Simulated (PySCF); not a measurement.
Compound: C6H8NO (doublet state).
Geometry (GFN2-xTB, Å), atoms numbered from 1 in this order:
```xyz
16
C6H8NO angstrom
C      2.6973   -1.6658    0.2440
C      1.4972   -0.8903    0.0265
C      0.5162   -0.2321   -0.1852
C     -0.7006    0.5304   -0.3688
C     -0.5750    1.9352    0.2183
N     -1.8309   -0.1905    0.2878
C     -2.9621   -0.5104   -0.2844
O     -3.4066   -0.3655   -1.3930
H      2.4490   -2.7251    0.3014
H      3.3942   -1.5120   -0.5793
H      3.1766   -1.3628    1.1745
H     -0.9584    0.5830   -1.4324
H     -1.5046    2.4820    0.0777
H      0.2289    2.4722   -0.2793
H     -0.3489    1.8820    1.2817
H     -1.6800   -0.4214    1.2582
```

The hyperfine couplings belong to this conformer and change with its torsions.

Identity: `CC#C[C@H](C)N[C]=O` [radical].

Theory: PySCF 2.14.0, UKS B3LYP, pcH-1 on C H N O, non-relativistic, mean-field spin-orbit, GIAO. Geometry: GFN2-xTB, one conformer, isolated molecule. GFN2-xTB frequencies show an imaginary mode (28i cm⁻¹), so this geometry is no minimum at that level. A GFN2-xTB geometry isn't a minimum of the functional, and hyperfine couplings can be far from their values at a DFT geometry. Stability of the SCF solution: not tested.

Where do the isotropic ENDOR lines of C4, C3, C2, C5, C1, N6, H16, H12, H13/H14/H15 and H9/H10/H11 fall at 335.8 mT, to first order?

For S = 1/2 in fast tumbling each set of equivalent nuclei gives two lines, ν± = |νn ± a/2| to first order, with νn = g_N μN B/h and μN/h = 7.62259 MHz/T.

```json
{"nuclei": "C4", "isotope": "13C", "g_N": "1.4048", "νn (MHz)": "3.60", "a_iso (MHz)": "33.72", "lower line (MHz)": "13.26", "upper line (MHz)": "20.45"}
{"nuclei": "C3", "isotope": "13C", "g_N": "1.4048", "νn (MHz)": "3.60", "a_iso (MHz)": "-2.69", "lower line (MHz)": "2.25", "upper line (MHz)": "4.94"}
{"nuclei": "C2", "isotope": "13C", "g_N": "1.4048", "νn (MHz)": "3.60", "a_iso (MHz)": "2.33", "lower line (MHz)": "2.43", "upper line (MHz)": "4.76"}
{"nuclei": "C5", "isotope": "13C", "g_N": "1.4048", "νn (MHz)": "3.60", "a_iso (MHz)": "-1.92", "lower line (MHz)": "2.63", "upper line (MHz)": "4.56"}
{"nuclei": "C1", "isotope": "13C", "g_N": "1.4048", "νn (MHz)": "3.60", "a_iso (MHz)": "-0.93", "lower line (MHz)": "3.13", "upper line (MHz)": "4.06"}
{"nuclei": "N6", "isotope": "14N", "g_N": "0.4038", "νn (MHz)": "1.03", "a_iso (MHz)": "69.73", "lower line (MHz)": "33.83", "upper line (MHz)": "35.90"}
{"nuclei": "H16", "isotope": "1H", "g_N": "5.5857", "νn (MHz)": "14.30", "a_iso (MHz)": "9.84", "lower line (MHz)": "9.38", "upper line (MHz)": "19.22"}
{"nuclei": "H12", "isotope": "1H", "g_N": "5.5857", "νn (MHz)": "14.30", "a_iso (MHz)": "-5.73", "lower line (MHz)": "11.43", "upper line (MHz)": "17.16"}
{"nuclei": "H13/H14/H15", "isotope": "1H", "g_N": "5.5857", "νn (MHz)": "14.30", "a_iso (MHz)": "3.26", "lower line (MHz)": "12.67", "upper line (MHz)": "15.93"}
{"nuclei": "H9/H10/H11", "isotope": "1H", "g_N": "5.5857", "νn (MHz)": "14.30", "a_iso (MHz)": "2.10", "lower line (MHz)": "13.25", "upper line (MHz)": "15.35"}
```

The rows for 13C, of low natural abundance, apply to labelled samples.

Which pairs are centred on the nuclear Larmor frequency, and which on half the coupling?

Centred on νn, since |a| < 2νn: C3, C2, C5, C1, H16, H12, H13/H14/H15 and H9/H10/H11. Centred on |a|/2 and split by 2νn: C4 and N6.

Class means assume fast exchange of nuclei equivalent by connectivity; if that motion is slow, each nucleus keeps its own coupling. The three 1H nuclei of mean +3.3 MHz run from 1.0 to 7.3 MHz in the frozen geometry.
